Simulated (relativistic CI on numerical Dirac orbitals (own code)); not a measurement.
## V³⁺: 3s photoemission

Computed with this model: Dirac-Coulomb-Breit CI, KLI orbitals optimised for each configuration, QED by a radiative potential, multiplet model of photoemission in the sudden approximation, unscaled Slater integrals; configurations [Ar] 3d2 → [Ne] 3s 3p6 3d2; 300 K; Lorentzian 2.1 eV and Gaussian 0.6 eV FWHM. Energies are those of the free ion, without screening or charge transfer. The energies are binding energies and can lie tens of eV above those of solids. Without intra-shell correlation the exchange splitting of an s hole comes out too large, often by half or more. S is read from ⟨S²⟩ = S(S + 1).

Computed curve for free ion, scaled to 100 at the maximum (points under 2 are left out and the grid is thinned):

(Energy (eV), Intensity): (109.2, 2.1), (109.6, 2.3), (110.0, 2.5), (110.2, 2.7), (110.6, 3.0), (111.0, 3.3), (111.4, 3.8), (111.6, 4.1), (112.0, 4.7), (112.4, 5.4), (112.8, 6.4), (113.2, 7.6), (113.4, 8.3), (113.8, 10.2), (114.2, 12.8), (114.6, 16.5), (114.8, 18.9), (115.2, 25.5), (115.6, 35.7), (116.0, 51.3), (116.4, 72.6), (116.6, 83.9), (117.0, 99.4), (117.4, 95.2), (117.8, 75.3), (118.0, 64.1), (118.4, 45.2), (118.8, 32.4), (119.2, 24.3), (119.6, 19.3), (119.8, 17.5), (120.2, 15.1), (120.6, 13.9), (121.0, 13.6), (121.4, 14.3), (121.6, 15.1), (122.0, 17.8), (122.4, 22.7), (122.8, 30.4), (123.0, 35.5), (123.4, 46.1), (123.8, 51.7), (124.2, 47.2), (124.6, 36.3), (124.8, 30.7), (125.2, 21.7), (125.6, 15.6), (126.0, 11.6), (126.2, 10.1), (126.6, 7.9), (127.0, 6.4), (127.4, 5.3), (127.8, 4.4), (128.0, 4.1), (128.4, 3.5), (128.8, 3.1), (129.2, 2.7), (129.4, 2.6), (129.8, 2.3), (130.2, 2.1)

The ground state has S = 1.00, and the centroid lies at 119.35 eV.
